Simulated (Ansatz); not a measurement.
Compare A (`C=C[SiH2][AlH2]`) with its isomer B (`[CH2]1[AlH][CH2][SiH2]1`).

Computed with Ansatz on PBE0-D4/def2-TZVP structures; ΔE is electronic, products minus reactants. CCSD(T)/CBS is the MP2 limit (def2-TZVPP, def2-QZVPP) plus CCSD(T) − MP2 in def2-TZVPP, frozen cores. DFT in def2-TZVPP. Each species was taken in one conformer, which may not be the lowest.

Problem. Which isomer does CCSD(T)/CBS put lower? Give the gap. (An estimate is asked.)

Solution. Ansatz gave: B, by 118.3 kJ/mol.

Problem. Give E(B) − E(A) in kJ/mol with HF/def2-TZVPP, B2PLYP, ωB97M-V, PBE0-D4, MP2/def2-TZVPP, PBE-D4, CCSD/def2-TZVPP. (An estimate is asked.)

Solution. Computed: HF/def2-TZVPP -82.3, B2PLYP -112.6, ωB97M-V -131.9, PBE0-D4 -127.5, MP2/def2-TZVPP -136.3, PBE-D4 -118.5, CCSD/def2-TZVPP -112.1. None reverses the order clearly.

Problem. Does the order hold for the free energy at 298.15 K (harmonic terms from PBE0-D4)? (Estimate.)

Solution. Ansatz gave: Yes: G(B) − G(A) = -104.3 kJ/mol, for one conformer each. Modes under 60 cm⁻¹, often nearly free rotors, make the harmonic entropy too high.

Largest T1 diagnostic: 0.012.

From r2SCAN to r2SCAN0 (25 % exact exchange), in def2-TZVPP and without D4, E(B) − E(A) moves by −5.4 kJ/mol. The D4 term adds −4.2 kJ/mol with B3LYP and −1.9 kJ/mol with PBE0; it sums over pairs of atoms, weighted by their polarisabilities, and B3LYP, whose exchange is more repulsive, gets the larger term.

B3LYP here is the variant with VWN-RPA as its local correlation; programs differ in this.
